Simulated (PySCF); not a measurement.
Computed spin Hamiltonian

C8H9O (doublet state).
SMILES with atom numbers: `[CH2:1][c:2]1[cH:3][cH:4][c:5]([O:6][CH3:7])[cH:8][cH:9]1` (hydrogens: H10, H11 on C1; H12 on C3; H13 on C4; H14, H15, H16 on C7; H17 on C8; H18 on C9)

Structure used (GFN2-xTB), in Å, numbered top down from 1:
```
atom  x, y, z in Å
C1    -3.2496   -0.0183   -0.1725
C2    -1.8844   -0.1877   -0.2045
C3    -1.2381   -0.8618   -1.2821
C4     0.1160   -1.0301   -1.3052
C5     0.9215   -0.5419   -0.2626
O6     2.2563   -0.7696   -0.3927
C7     3.1246   -0.3113    0.6136
C8     0.3169    0.1248    0.8077
C9    -1.0435    0.2973    0.8354
H10   -3.8756   -0.3915   -0.9625
H11   -3.7307    0.4904    0.6431
H12   -1.8457   -1.2424   -2.0895
H13    0.6038   -1.5404   -2.1213
H14    4.1251   -0.5995    0.2942
H15    2.9047   -0.7793    1.5787
H16    3.0784    0.7774    0.7199
H17    0.9112    0.5107    1.6221
H18   -1.4996    0.8147    1.6667
```

The hyperfine couplings belong to this conformer and change with its torsions.

Method: PySCF, UKS B3LYP, pcH-1 on C H O, non-relativistic, mean-field spin-orbit, GIAO. Geometry: GFN2-xTB, one conformer, isolated molecule. The geometry wasn't refined by DFT: couplings that depend on bond lengths, twists or pyramidal angles can differ widely from those at the functional's own minimum. The SCF solution wasn't tested for stability. ⟨S²⟩ is 0.779 where a pure state has 0.75.

```
g1, g2, g3                      : 2.00215, 2.00294, 2.00325
g_iso                           : 2.00278
Form of g                       : rhombic: the two nearest values differ by 28 % of g3 − g1
⟨S²⟩                            : 0.7791 (exact 0.7500)
α and β electrons               : 33, 32
HOMO–LUMO gap, α and β orbitals : 4.25, 4.59 eV
```

Hyperfine couplings atom by atom, in G; T1 to T3 are the principal values of the dipolar part (MHz turned into gauss with g_iso; 10 G = 1 mT):

```json
{"atom": "C1", "isotope": "13C", "a_iso": "20.5", "T1": "-20.0", "T2": "-19.5", "T3": "39.5", "Mulliken spin population": "0.73"}
{"atom": "C2", "isotope": "13C", "a_iso": "-14.5", "T1": "-7.2", "T2": "2.9", "T3": "4.4", "Mulliken spin population": "-0.19"}
{"atom": "C3", "isotope": "13C", "a_iso": "7.7", "T1": "-6.0", "T2": "-5.9", "T3": "11.9", "Mulliken spin population": "0.22"}
{"atom": "C4", "isotope": "13C", "a_iso": "-7.2", "T1": "-5.4", "T2": "2.4", "T3": "2.9", "Mulliken spin population": "-0.12"}
{"atom": "C5", "isotope": "13C", "a_iso": "8.9", "T1": "-7.8", "T2": "-7.5", "T3": "15.3", "Mulliken spin population": "0.25"}
{"atom": "O6", "isotope": "17O", "a_iso": "-2.8", "T1": "-8.2", "T2": "3.9", "T3": "4.3", "Mulliken spin population": "0.04"}
{"atom": "C7", "isotope": "13C", "a_iso": "-0.7", "T1": "-0.2", "T2": "-0.1", "T3": "0.3", "Mulliken spin population": "-0.01"}
{"atom": "C8", "isotope": "13C", "a_iso": "-7.7", "T1": "-5.2", "T2": "2.3", "T3": "2.9", "Mulliken spin population": "-0.12"}
{"atom": "C9", "isotope": "13C", "a_iso": "9.1", "T1": "-7.4", "T2": "-7.4", "T3": "14.8", "Mulliken spin population": "0.27"}
{"atom": "H10", "isotope": "1H", "a_iso": "-15.7", "T1": "-9.3", "T2": "-0.2", "T3": "9.5", "Mulliken spin population": "-0.03"}
{"atom": "H11", "isotope": "1H", "a_iso": "-15.6", "T1": "-9.2", "T2": "-0.3", "T3": "9.5", "Mulliken spin population": "-0.03"}
{"atom": "H12", "isotope": "1H", "a_iso": "-5.1", "T1": "-2.0", "T2": "-0.8", "T3": "2.7", "Mulliken spin population": "-0.01"}
{"atom": "H13", "isotope": "1H", "a_iso": "2.2", "T1": "-0.8", "T2": "-0.4", "T3": "1.2", "Mulliken spin population": "0.00"}
{"atom": "H14", "isotope": "1H", "a_iso": "-0.2", "T1": "-0.4", "T2": "-0.3", "T3": "0.7", "Mulliken spin population": "0.00"}
{"atom": "H15", "isotope": "1H", "a_iso": "1.8", "T1": "-0.4", "T2": "-0.3", "T3": "0.7", "Mulliken spin population": "0.01"}
{"atom": "H16", "isotope": "1H", "a_iso": "1.8", "T1": "-0.4", "T2": "-0.3", "T3": "0.7", "Mulliken spin population": "0.01"}
{"atom": "H17", "isotope": "1H", "a_iso": "2.1", "T1": "-0.9", "T2": "-0.3", "T3": "1.2", "Mulliken spin population": "0.00"}
{"atom": "H18", "isotope": "1H", "a_iso": "-6.2", "T1": "-2.6", "T2": "-0.8", "T3": "3.4", "Mulliken spin population": "-0.01"}
```

The Mulliken spin populations are largest on C1 (+0.73), C9 (+0.27), C5 (+0.25) and C3 (+0.22). Four atoms exceed +0.15. The positive populations add up to 1.53 and the negative ones to -0.53, together 2S = 1. The angles at C1 add up to 360.0°, so it is planar; its axial dipolar tensor and the negative couplings of its protons fit spin in a p orbital normal to that plane.

Axes: g2 points within 13° of the C5–O6 bond and g3 points within 14° of the C4–C5 bond.

Under fast tumbling the dipolar parts average out, and these isotropic splittings remain (the largest six): 1 × 1H (H10, I = 1/2, 2 lines) with 1.57 mT, 1 × 1H (H11, I = 1/2, 2 lines) with 1.56 mT, 1 × 1H (H18, I = 1/2, 2 lines) with 0.62 mT, 1 × 1H (H12, I = 1/2, 2 lines) with 0.51 mT, 1 × 1H (H13, I = 1/2, 2 lines) with 0.22 mT and 1 × 1H (H17, I = 1/2, 2 lines) with 0.21 mT.

Means are taken over nuclei equivalent by connectivity, which assumes that they swap fast. H10 and H11 aren't averaged: C1 is flat or nearly so (angle sum 360°), and its turn about the short C1–C2 bond (1.38 Å) is taken as slow. C3 and C9, with what hangs on them, aren't averaged: C2 is flat or nearly so (angle sum 360°), and its turn about the short C2–C1 bond (1.38 Å) is taken as slow. The three 1H nuclei of mean +3.2 MHz run from -0.5 to 5.2 MHz in the frozen geometry.

The 17O coupling of O6 (-7.9 MHz) shows only in satellite lines or after enrichment, since that isotope makes up about 0.038 % of natural oxygen.

The 13C coupling of C1 (57.5 MHz) shows only in satellite lines or after enrichment, since that isotope makes up about 1.07 % of natural carbon.

Examples of negative spin density at the nucleus (bohr⁻³): C2 (-0.0361), C8 (-0.0191) and C4 (-0.0179).
